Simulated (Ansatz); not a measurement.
Geometry optimisation, RKS B3LYP-D4/STO-3G in Ansatz.

The input (input.yaml):

```yaml
crystal:
  periodic: [false, false, false]
  atoms:
    - { symbol: O, position_ang: [-1.4778, 2.1819, 1.2819] }
    - { symbol: Si, position_ang: [-0.7848, 0.7443, 1.1615] }
    - { symbol: Si, position_ang: [0.1828, 0.4492, -0.9078] }
    - { symbol: Si, position_ang: [1.2537, -1.6076, -0.6887] }
    - { symbol: Cl, position_ang: [2.106, -2.1881, -2.4434] }
    - { symbol: H, position_ang: [-2.4761, 2.2668, 1.0685] }
    - { symbol: H, position_ang: [0.253, 0.6419, 2.2481] }
    - { symbol: H, position_ang: [-0.7429, 2.65841, 1.74336] }
    - { symbol: H, position_ang: [1.2312, 1.5269, -1.1292] }
    - { symbol: H, position_ang: [-0.8111, 0.4802, -1.9531] }
    - { symbol: H, position_ang: [0.1494, -2.6576, -0.3641] }
    - { symbol: H, position_ang: [2.2356, -1.6242, 0.3972] }
basis:
  gaussian: { orbitals: STO-3G }
hamiltonian:
  xc: b3lyp
  dispersion: d4
relax:
  f_tol: 0.02
  max_steps: 50
```

Launched with:

```bash
$ ansatz run input.yaml --threads 1 --pin off --max-ram 2048MiB --backend cpu --events-out ev --progress --plain --runs-dir out
```

Task: Where does it end, and by what steps?

Result: It converged. The force dipped under the threshold on the way, but the program's further checks kept it going. Limits of this set-up: minimal basis. After 28 steps the energy has fallen by 4.356 eV; H6 moved furthest, 0.98 Å. The start is strongly strained (largest force component 13 eV/Å).

| step | energy less start (eV) | largest force component (eV/Å) | accepted |
| --- | --- | --- | --- |
| 0 | 0.0000 | 12.817 | yes |
| 1 | -2.5547 | 6.436 | yes |
| 2 | -3.8494 | 1.575 | yes |
| 3 | -4.2362 | 1.024 | yes |
| 4 | -4.2920 | 0.414 | yes |
| 5 | -4.3215 | 0.159 | yes |
| 6 | -4.3329 | 0.213 | yes |
| 7 | -4.3433 | 0.215 | yes |
| 8 | -4.3477 | 0.057 | yes |
| 9 | -4.3478 | 0.306 | yes |
| 10 | -4.3510 | 0.056 | yes |
| 11 | -4.3522 | 0.068 | yes |
| 12 | -4.3526 | 0.124 | yes |
| 13 | -4.3528 | 0.088 | yes |
| 14 | -4.3532 | 0.013 | yes |
| 15 | -4.3535 | 0.019 | yes |
| 16 | -4.3536 | 0.106 | yes |
| 17 | -4.3540 | 0.035 | yes |
| 18 | -4.3541 | 0.045 | yes |
| 19 | -4.3544 | 0.043 | yes |
| 20 | -4.3534 | 0.111 | no |
| 21 | -4.3548 | 0.050 | yes |
| 22 | -4.3549 | 0.069 | yes |
| 23 | -4.3551 | 0.051 | yes |
| 24 | -4.3554 | 0.012 | yes |
| 25 | -4.3556 | 0.022 | yes |
| 26 | -4.3557 | 0.087 | yes |
| 27 | -4.3559 | 0.048 | yes |
| 28 | -4.3561 | 0.009 | yes |

```xyz
12
Properties=species:S:1:pos:R:3
O -0.962 2.453 1.184
Si -1.293 0.486 1.274
Si -0.112 0.205 -0.709
Si 1.276 -1.579 -0.689
Cl 2.257 -1.885 -2.556
H -1.788 2.902 0.792
H -0.031 0.411 2.059
H -0.968 2.824 2.133
H 0.727 1.339 -1.050
H -0.950 0.024 -1.877
H 0.609 -2.838 -0.421
H 2.354 -1.470 0.274
```

Whether the end is a true minimum wasn't checked by a vibrational analysis.

Time of the run: 110 s on 1 thread of Intel(R) Xeon(R) Processor @ 2.70GHz (shared host), peak memory 0.15 GiB.
